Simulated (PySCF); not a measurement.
PySCF input for C2H8AlNS, SMILES C[N](C)[AlH][SH], ωB97X-D3(BJ)/def2-SVP. 

```python
import numpy as np
from pyscf import gto, scf, dft
import os
os.environ['JAX_PLATFORMS'] = 'cpu'
from ase import Atoms, units
from ase.calculators.calculator import Calculator, all_changes
from sella import Sella

mol = gto.M(
    atom='''
    Al   -0.73848896   -0.11110268   -0.39787538
    H    -1.88585226   -0.94581358   -0.96807171
    N     0.60811281   -0.97388552    0.40491091
    C     1.79128156   -0.37593089    1.00070043
    C     0.59339018   -2.42153519    0.51268525
    H     1.85969321   -0.61552832    2.06800909
    H     2.70392481   -0.73357389    0.51032284
    H     1.73674453    0.70870867    0.88884473
    H     1.45724385   -2.86696862    0.00656765
    H     0.60696455   -2.74239840    1.56045214
    H    -0.31949987   -2.79443494    0.04304656
    S    -0.82047328    2.06619505   -0.60186803
    H    -1.99610985    1.97721822   -1.22159347
    ''',
    basis='def2-SVP',
    charge=0,
    spin=0,
    max_memory=1600,
    verbose=3,
)
mf = dft.RKS(mol, xc='wb97x-d3bj').density_fit(auxbasis='def2-universal-jkfit')
mf.grids.level = 3
mf.conv_tol = 1e-9
mf.max_cycle = 100
mf.kernel()
grad = mf.nuc_grad_method()
grad.grid_response = mol.nao <= 150
scan = grad.as_scanner()
scan.verbose = scan.base.verbose = 0
class SCF(Calculator):
    implemented_properties = ['energy', 'forces']
    def calculate(self, atoms=None, properties=None, system_changes=all_changes):
        super().calculate(atoms, properties, system_changes)
        e, g = scan(mol.set_geom_(self.atoms.positions, unit='Angstrom', inplace=False))
        assert scan.converged
        self.results = {'energy': float(e) * units.Hartree, 'forces': -np.asarray(g) * units.Hartree / units.Bohr}
atoms = Atoms(mol.elements, mol.atom_coords(unit='Angstrom'), calculator=SCF())
conv = Sella(atoms, order=0, internal=True, allow_fragments=True).run(fmax=0.002, steps=150)
mol_eq = mol.set_geom_(atoms.positions, unit='Angstrom', inplace=False)
print(mol_eq.tostring(format='xyz'))
mf.reset(mol_eq)
mf.verbose = 3
mf.kernel()
```

Program output:

```
converged SCF energy = -776.268785054777
     Step          Energy         fmax         cmax       rtrust          rho
Sella   0   -21123.349569       0.8623       0.0000       0.1000       1.0000
Sella   1   -21123.396418       0.8623       0.0000       0.1000       1.2898
Sella   2   -21123.412211       0.4059       0.0000       0.1000       1.1296
Sella   3   -21123.412980       0.1007       0.0000       0.1000       0.0627
Sella   4   -21123.420124       0.3999       0.0000       0.1000       1.0367
Sella   5   -21123.421923       0.2452       0.0000       0.1000       0.7690
Sella   6   -21123.424041       0.1011       0.0000       0.1000       1.4815
Sella   7   -21123.425113       0.0801       0.0000       0.1000       1.0439
Sella   8   -21123.425171       0.0264       0.0000       0.1000       1.4727
Sella   9   -21123.425209       0.0122       0.0000       0.1000       1.2138
Sella  10   -21123.425220       0.0090       0.0000       0.1000       1.4795
Sella  11   -21123.425227       0.0060       0.0000       0.1000       1.1547
Sella  12   -21123.425228       0.0049       0.0000       0.1000       1.2699
Sella  13   -21123.425229       0.0038       0.0000       0.1000       1.1832
Sella  14   -21123.425229       0.0020       0.0000       0.1000       0.8477
13
XYZ from PySCF
Al         -0.78530842       -0.17372784       -0.41323744
H          -2.00504383       -0.97379522       -1.01588800
N           0.56101564       -1.01335619        0.38344734
C           1.70889441       -0.33729180        0.95611117
C           0.62094386       -2.45492192        0.52630295
H           1.80403517       -0.54001609        2.04107195
H           2.65456919       -0.65969752        0.47751901
H           1.62734365        0.75405929        0.82818802
H           1.51400287       -2.88049246        0.02726628
H           0.66440170       -2.76083975        1.59036169
H          -0.26763752       -2.93039036        0.07972165
S          -0.66323219        2.00593510       -0.51280665
H          -1.83705324        2.13548467       -1.16192695
converged SCF energy = -776.271565512053
```

The calculation finished and met its thresholds.

Cost: about 4 core-minutes (a rough figure).
